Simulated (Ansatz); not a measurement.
Relaxation of a periodic cell of 17 atoms, H₁₀CO₆ (contents 4 H2O + 1 HCOOH, density as packed 1.07 g/cm³ with natural masses), to a largest force component of 0.3 eV/Å in at most 15 steps.

Method: Ansatz 0.2.0, DFT LDA, scalar-relativistic, plane waves, PAW. Settings: cutoff 420 eV, k mesh 1x1x1, fermi-dirac smearing 0.02 eV, no spin polarisation.

```xyz
17
Lattice="5.6774 0.0000 0.0000 0.0000 5.6774 0.0000 0.0000 0.0000 5.6774" Properties=species:S:1:pos:R:3:forces:R:3
O 1.087 2.298 3.854 -0.10 -0.14 0.48
H 0.697 3.112 4.204 -0.36 0.34 -0.40
H 2.021 2.522 3.728 0.50 0.13 0.09
O 4.564 4.059 3.130 -0.20 -0.35 0.68
H 4.344 4.861 2.634 0.03 0.26 0.04
H 4.798 3.416 2.444 0.41 -0.10 -0.17
O 3.020 2.220 0.301 -0.03 -0.36 0.00
H 3.919 1.862 0.273 0.12 -0.18 0.00
H 3.150 3.169 0.446 0.05 0.27 0.11
O 0.286 3.588 0.833 -0.38 0.17 -0.04
H 0.767 4.075 0.148 -0.08 0.04 -0.11
H 0.040 2.757 0.400 0.33 -0.54 -0.07
O 2.010 -0.378 3.072 -0.49 0.17 -1.17
C 1.248 0.056 2.046 -0.96 0.94 1.61
O 0.267 0.760 2.155 0.88 -1.28 -0.83
H 1.605 -0.010 3.885 -0.20 0.52 0.38
H 1.654 -0.326 1.102 0.50 0.08 -0.60
```

Where does it end, and by what steps?

The forces met the threshold. The threshold is loose, so the end isn't yet a minimum. The force dipped under the threshold on the way, but the program's further checks kept it going. Limits of this set-up: coarse k mesh. After 13 steps the energy has fallen by 2.179 eV; H16 moved furthest, 1.07 Å.

| step | energy less start (eV) | largest force component (eV/Å) | accepted |
| --- | --- | --- | --- |
| 0 | 0.0000 | 1.607 | yes |
| 1 | -0.5489 | 1.718 | yes |
| 2 | -0.9076 | 1.743 | yes |
| 3 | -1.2639 | 1.454 | yes |
| 4 | -1.5212 | 1.279 | yes |
| 5 | -1.7131 | 1.810 | yes |
| 6 | -1.9419 | 1.243 | yes |
| 7 | -2.0380 | 0.441 | yes |
| 8 | -2.0914 | 0.349 | yes |
| 9 | -2.1124 | 0.927 | yes |
| 10 | -2.1578 | 0.237 | yes |
| 11 | -2.1578 | 0.238 | yes |
| 12 | -2.1572 | 1.225 | no |
| 13 | -2.1789 | 0.281 | yes |

```xyz
17
Lattice="5.6774 0.0000 0.0000 0.0000 5.6774 0.0000 0.0000 0.0000 5.6774" Properties=species:S:1:pos:R:3
O 0.935 2.105 4.396
H 0.386 2.755 3.798
H 1.848 2.410 4.624
O 4.934 3.443 3.000
H 4.621 4.338 3.230
H 5.297 3.530 2.051
O 3.297 1.958 0.417
H 4.140 1.473 0.588
H 3.295 2.611 1.153
O 0.268 3.694 0.668
H -0.024 4.486 0.185
H 0.365 2.941 0.015
O 1.791 0.319 2.860
C 1.178 0.342 1.715
O 0.038 0.738 1.526
H 1.296 0.958 3.541
H 1.812 -0.060 0.890
```

Run time: 11 s on 1 CPU thread of a shared host.
